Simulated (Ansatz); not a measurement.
`[NH2][Al]([O][SiH3])[O][SiH3]` at its PBE0-D4/def2-TZVP geometry, where that method's forces vanish. Total charge 0; spin multiplicity 1.

```xyz
14

N     1.8523    0.0135   -2.0016
Al    0.6625    0.0065   -0.7159
O    -0.9717    0.0702   -1.0948
Si   -2.5887    0.1107   -0.9741
O     1.1658   -0.0644    0.8839
Si    1.1723   -0.1211    2.5049
H     1.6316    0.0537   -2.9820
H     2.8472   -0.0214   -1.8586
H    -3.1149    1.3417   -1.6222
H    -3.0155    0.1045    0.4521
H    -3.1779   -1.0754   -1.6513
H     1.6935   -1.4360    2.9653
H     2.0449    0.9551    3.0459
H    -0.2014    0.0623    3.0485
```

(1) What forces (eV/Å) does PBE-D4/def2-TZVPP give on these atoms in the Gaussian-basis code of Ansatz? (Best estimate.)

Results:

(1) Ansatz gave: 
```
N1  -0.075  0.000  0.080
Al2  0.067  0.000 -0.073
O3   0.132  0.003 -0.156
Si4 -0.354  0.008  0.038
O5   0.144  0.001 -0.144
Si6 -0.011 -0.012  0.356
H7  -0.059  0.014 -0.338
H8   0.341 -0.012  0.033
H9  -0.064  0.132 -0.070
H10 -0.059  0.000  0.152
H11 -0.071 -0.125 -0.073
H12  0.057 -0.140  0.058
H13  0.094  0.115  0.066
H14 -0.145  0.019  0.071
```
